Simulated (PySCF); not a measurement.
# TeH₄: from structure and modes to constants

Method: PySCF, PBE0, basis Te x2c-TZVPall, H x2c-TZVPall (spin-free X2C, no spin–orbit coupling, density fitting).

The singlet minimum has C4v symmetry. Masses (u): Te 129.90622, H 1.00782.

```xyz
5
charge 0 multiplicity 1, angstrom
Te    0.0000    0.0000   -0.0187
H     0.0000    1.6135    0.6090
H     0.0000   -1.6135    0.6090
H     1.6135    0.0000    0.6090
H    -1.6135    0.0000    0.6090
```

Harmonic wavenumbers (cm⁻¹): 274.8 (b1, ×1), 822.3 (a1, ×1), 1098.7 (e, ×2), 1250.6 (b2, ×1), 1715.8 (b1, ×1), 1762.0 (e, ×2), 1923.2 (a1, ×1).

Task: What is the harmonic zero-point energy?

Result: Half the sum of all 9 wavenumbers, 11708/2 = 5854 cm⁻¹, which is 70.0 kJ/mol (1 cm⁻¹ = 0.0119627 kJ/mol).

Task: Give the standard entropy (298.15 K, 1 bar) by its translational, rotational, vibrational and spin parts, and Cp.

Result: Sackur–Tetrode with M = 133.94 u gives 169.9; rotation with symmetry number 4 gives 62.7; vibration 8.1; spin R ln 1 = 0.0. The total is 240.7 J/(mol K), and Cp = 4 R + 13.3 = 46.6 J/(mol K).

This need not be the most stable arrangement of these atoms.
